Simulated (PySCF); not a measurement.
Compound: C₅H₃N₂O (doublet state).
Structure used (GFN2-xTB), in Å, numbered top down from 1:
```xyz
11
C5H3N2O angstrom
N      2.5524    1.1168   -2.3161
C      1.9725    0.3384   -1.6634
C      1.3133   -0.5299   -0.9259
C      0.5844   -1.2997   -0.1628
O     -0.4725   -0.9435    0.5941
C     -0.8261    0.4289    0.5542
C     -1.9631    0.6482    1.4245
N     -2.8576    0.8235    2.1106
H      0.7772   -2.3650   -0.0624
H     -1.0898    0.7299   -0.4720
H      0.0146    1.0550    0.8931
```

The hyperfine couplings belong to this conformer and change with its torsions.

The species is `N#C/[C]=C\OCC#N` [radical].

Method used: UKS B3LYP, pcH-1 on C H N O, non-relativistic, mean-field spin-orbit, GIAO in PySCF 2.14.0. The structure is a single GFN2-xTB conformer in the gas phase; no vibrational or solvent corrections. Couplings are sensitive to structure, and on GFN2-xTB geometries they can be far from those on DFT ones. No stability test was run, so a lower SCF solution isn't excluded. ⟨S²⟩ is 0.773 where a pure state has 0.75.

Problem. The isotropic 13C couplings are +80.6, -67.2, -36.4, +2.7, -1.1 MHz. Assign them to C2; C3; C4; C6; C7.

Solution. 
```
site  a_iso (MHz)  ρ(0) (bohr⁻³)                 position  distance from C3 (Å)  spin population  largest |T| (MHz)
  C2        -67.2        -0.0597           1 bond from N1                  1.32            -0.24               25.6
  C3        +80.6        +0.0717  largest spin population                  0.00            +0.80              121.2
  C4        -36.4        -0.0324           1 bond from C3                  1.31            -0.11               14.0
  C6         +2.7        +0.0024          3 bonds from C3                  2.77            +0.01                1.2
  C7         -1.1        -0.0010          4 bonds from C3                  4.20             0.00                0.9
```

Problem. Match the computed a_iso(1H) values +92.0, -0.9 MHz (means over equivalent nuclei) with the sites H9; H10/H11.

Solution. 
```json
{"site": "H9", "a_iso (MHz)": "+92.0", "ρ(0) (bohr⁻³)": "+0.0206", "position": "2 bonds from C3, on C4 of spin population -0.11", "distance from C3 (Å)": "2.10", "bound to": "C4", "spin population there": "-0.11", "largest |T| (MHz)": "6.8"}
{"site": "H10/H11", "a_iso (MHz)": "-0.9", "ρ(0) (bohr⁻³)": "-0.0002", "position": "4 bonds from C3", "distance from C3 (Å)": "2.75", "bound to": "C6", "spin population there": "+0.01", "largest |T| (MHz)": "5.3"}
```

ρ(0) is the spin density at the nucleus and T the dipolar tensor; entries for several nuclei are means. Largest spin populations (Mulliken): C3 (+0.80), N1 (+0.48), C2 (-0.24) and C4 (-0.11). Main spin sites, with 60 % or more of the largest population: N1, C3; positions count bonds from the nearest.
